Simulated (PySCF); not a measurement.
SbF: energy against distance

Set-up: basis Sb cc-pVDZ-PP with ECP28, F cc-pVDZ; scalar-relativistic core potentials; PySCF 2.14. Energies in eV from Sb + F in their ground configurations at the same level. State: ³Σ⁻ (triplet), unpaired electrons π ↑↑.

| R (Å) | M06-2X | UHF-CCSD(T) |
| --- | --- | --- |
| 1.684 | -2.131 |  |
| 1.762 | -2.911 | -2.525 |
| 1.841 | -3.331 | -2.957 |
| 1.899 | -3.474 | -3.111 |
| 1.958 | -3.510 | -3.158 |
| 2.017 | -3.466 | -3.126 |
| 2.095 | -3.316 | -2.993 |
| 2.193 | -3.034 | -2.735 |
| 2.310 | -2.620 | -2.355 |
| 2.467 | -2.029 |  |

**Question.** Put a parabola through the three lowest points of the M06-2X curve and estimate Re, k and ωe (reduced mass 16.42 u; 1 eV/Å² = 0.16022 mdyn/Å; ωe = 1302.8·√(k/μ) cm⁻¹).

**Answer.** Through R = 1.899, 1.958, 2.017 Å the second-order coefficient is 11.5 eV/Å², so Re ≈ 1.955 Å, k ≈ 3.68 mdyn/Å and ωe ≈ 617 cm⁻¹. A polynomial fit of higher order to the unrounded M06-2X energies gives Re = 1.952 Å, k = 3.84 mdyn/Å, ωe = 630 cm⁻¹; anharmonicity and rounding make the difference.

The higher-order fit for each curve: M06-2X: Re = 1.952 Å, ωe = 630 cm⁻¹, De = 3.51 eV; UHF-CCSD(T): Re = 1.961 Å, ωe = 614 cm⁻¹, De = 3.16 eV.

Correlated steps freeze 5 core orbitals. Correlated levels converge slowly with the basis: in double zeta they bind strong bonds too weakly, by up to about 1 eV, and carry superposition errors of some tenths. These are scalar-relativistic numbers at best; spin–orbit coupling would shift them, the dissociation energy most. The state is the lowest determinant that a PBE0 search found; another state may lie lower at other levels.
